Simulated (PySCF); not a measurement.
# Basis and Hamiltonian dependence of the excitation energy of Ru⁺

Ru⁺ [Kr] 4d7 (4F) → Ru⁺ [Kr] 4d6 5p1 (high-spin determinant). All values are computed (PySCF 2.14, energy differences of UHF-based or UKS calculations, no spin-orbit coupling). Values in eV.

```tsv
basis	Hamiltonian	functions	UHF	PBE	PBE0	MP2 (valence)	CCSD(T) (valence)	CCSD(T) (valence and next inner shell)
aug-cc-pVDZ-PP with ECP28MDF	ECP	54	4.688	5.603	5.594	5.496	5.431	n/a
def2-TZVPPD with the def2 core potential (28 electrons)	ECP	56	4.823	5.738	5.727	5.762	5.699	5.594
ANO-RCC-VTZP	spin-free X2C	68	4.727	5.721	5.684	5.700	5.629	5.567
aug-cc-pwCVDZ-PP with ECP28MDF	ECP	70	4.687	5.596	5.583	5.565	5.488	5.313
x2c-TZVPPall	spin-free X2C	79	4.791	5.767	5.739	5.754	5.679	5.621
def2-QZVPPD with the def2 core potential (28 electrons)	ECP	88	4.827	5.753	5.739	5.824	5.753	5.642
aug-cc-pVTZ-PP with ECP28MDF	ECP	88	4.690	5.595	5.583	5.662	5.589	n/a
x2c-TZVPPall with one added diffuse shell each of s, p, d, f type	spin-free X2C	95	4.779	5.753	5.725	5.748	5.672	n/a
aug-cc-pVTZ-DK	spin-free X2C	102	4.728	5.715	5.683	5.715	5.638	n/a
aug-cc-pVTZ-PP with one added diffuse shell each of s, p, d, f, g type with ECP28MDF	ECP	113	4.690	5.594	5.582	5.663	n/a	n/a
x2c-QZVPPall	spin-free X2C	118	4.751	5.751	5.717	5.768	n/a	n/a
aug-cc-pwCVTZ-PP with ECP28MDF	ECP	122	4.691	5.593	5.582	5.710	n/a	n/a
```

Frozen in the all-electron rows: valence and next inner shell: [Ar] 3d10; valence: [Kr]; with a core potential, the same shells as far as they lie outside it.

One determinant mixes LS terms of the configuration, so the numbers do not refer to single terms.
